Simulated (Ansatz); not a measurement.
Reaction (SMILES): C[Si](F)(F)Cl [chloro-difluoro-methylsilane] → [CH2][Si](F)(F)Cl + H atom (the C-H bond at the site shown breaks; other sites are not compared here)
Structures are relaxed separately at B3LYP-D3(BJ)/def2-TZVP in Ansatz (a program for electronic structure), one conformer each, not searched for the lowest. Frequencies are from Ansatz.

Property: bond dissociation energy (enthalpy at 298 K, with B3LYP-D3(BJ) rigid-rotor harmonic-oscillator terms), in kcal/mol. Valence correlation only, unless marked. UHF or UKS for open shells. No spin-orbit coupling. Non-relativistic unless marked X2C. CBS(X,Y): correlation extrapolated as X^-3; Hartree-Fock from the larger set. The bracket is a focal-point correction in the basis named.

```
level                           program  bond dissociation energy (kcal/mol)
-----------------------  --------------  -----------------------------------
BLYP/def2-TZVPD                  Ansatz                                 99.0
B3LYP-D3(BJ)/def2-TZVPD  Ansatz + dftd3                                101.1
```

Question: What does RI-MP2/CBS(cc-pV(T+d)Z,cc-pV(Q+d)Z)+[CCSD(T)-MP2]/cc-pV(T+d)Z (Ansatz) give?

Answer: 103.5 kcal/mol, so B3LYP-D3(BJ)/def2-TZVPD differs from it by -2.4 kcal/mol.
